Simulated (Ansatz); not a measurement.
`B[CH2][Zn][NH2]` and `[NH2][Zn][CH2]O` differ in one atom or group.

Ansatz, PBE0-D4/def2-TZVP geometries, multiplicity 1. Each molecule was computed in one conformer, which needn't be the lowest.

Scalar relativity is left out up to krypton.

```
                                                                                  property  `B[CH2][Zn][NH2]`
ideal-gas entropy at 298 K and 1 bar (rigid rotor, harmonic PBE0-D4/def2-TZVP) / J/(mol·K)                344
                                                       HOMO energy (B3LYP/def2-TZVPP) / eV              -6.79
                                                         LUMO energy (PBE/def2-TZVPP) / eV              -1.88
                                                     HOMO energy (ωB97M-V/def2-TZVPP) / eV              -9.40
                                                     HOMO–LUMO gap (B3LYP/def2-TZVPP) / eV               5.59
                                                       LUMO energy (B3LYP/def2-TZVPP) / eV              -1.20
```

(1) What does the change do to each property? (An estimate is asked.)

Results:

(1) Computed: 
| property | `[NH2][Zn][CH2]O` | shift |
| --- | --- | --- |
| ideal-gas entropy at 298 K and 1 bar (rigid rotor, harmonic PBE0-D4/def2-TZVP) / J/(mol·K) | 344 | 0 |
| HOMO energy (B3LYP/def2-TZVPP) / eV | -6.41 | 0.38 |
| LUMO energy (PBE/def2-TZVPP) / eV | -0.75 | 1.13 |
| HOMO energy (ωB97M-V/def2-TZVPP) / eV | -9.03 | 0.37 |
| HOMO–LUMO gap (B3LYP/def2-TZVPP) / eV | 6.13 | 0.54 |
| LUMO energy (B3LYP/def2-TZVPP) / eV | -0.28 | 0.92 |

With PBE0 the HOMO rises by 0.39 eV and the LUMO rises by 1.04 eV, so the gap widens by about 0.65 eV. PBE moves the HOMO by 0.43 eV and ωB97M-V by 0.37 eV. The zero-point energy changes by -16.4 kJ/mol with -3 modes. Modes under 60 cm⁻¹, often nearly free rotors, make the harmonic entropy too high.

Positive LUMOs are unbound, so they and the gaps depend on the basis.

B3LYP here is the variant with VWN-RPA as its local correlation; programs differ in this.
